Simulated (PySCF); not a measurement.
C4H16SSi3, SMILES CS[SiH2][SiH2][Si](C)(C)C, GFN2-xTB optimised geometry.

```
24

C     -3.74    -0.75     0.94
S     -2.04    -1.06     0.40
Si    -1.09    -1.42     2.31
Si     1.15    -1.79     1.87
Si     2.02    -0.68     0.00
C      3.93    -0.68     0.00
C      1.41     1.13     0.00
C      1.39    -1.52    -1.60
H     -4.12    -1.63     1.45
H     -4.33    -0.56     0.05
H     -3.76     0.11     1.60
H     -1.91    -2.48     2.91
H     -1.44    -0.22     3.09
H      1.83    -1.45     3.13
H      1.34    -3.25     1.79
H      4.32    -0.18     0.88
H      4.32    -1.69    -0.01
H      4.33    -0.16    -0.87
H      1.71     1.66     0.90
H      0.32     1.17    -0.06
H      1.79     1.69    -0.85
H      1.73    -2.55    -1.67
H      0.30    -1.53    -1.61
H      1.73    -1.00    -2.49
```

Density from PBE0/def2-SVP (PySCF) at that geometry.

Minimum of the electron density along straight lines between bonded atoms, close to the bond critical point (lines longer than 1.1 times the sum of covalent radii, or with two minima, are not listed):

```tsv
bond	length / Å	ρ at the minimum / e bohr⁻³	∇²ρ there / e bohr⁻⁵	position (fraction from the first atom)
C1–S2	1.813	0.178	-0.31	0.46
S2–Si3	2.163	0.091	0.16	0.65
Si5–C6	1.913	0.108	0.31	0.38
Si5–C7	1.910	0.109	0.31	0.38
Si5–C8	1.908	0.109	0.30	0.38
C1–H9	1.086	0.280	-1.06	0.64
C1–H10	1.085	0.279	-1.06	0.64
C1–H11	1.086	0.280	-1.06	0.64
Si3–H12	1.468	0.116	0.32	0.49
Si3–H13	1.468	0.116	0.32	0.49
Si4–H14	1.474	0.113	0.32	0.49
Si4–H15	1.473	0.113	0.32	0.49
C6–H17	1.086	0.272	-0.97	0.62
C7–H19	1.086	0.271	-0.97	0.62
C7–H20	1.086	0.273	-0.99	0.63
C7–H21	1.086	0.271	-0.96	0.62
C8–H22	1.086	0.272	-0.97	0.62
C8–H23	1.086	0.273	-0.99	0.63
C8–H24	1.087	0.271	-0.96	0.62
```
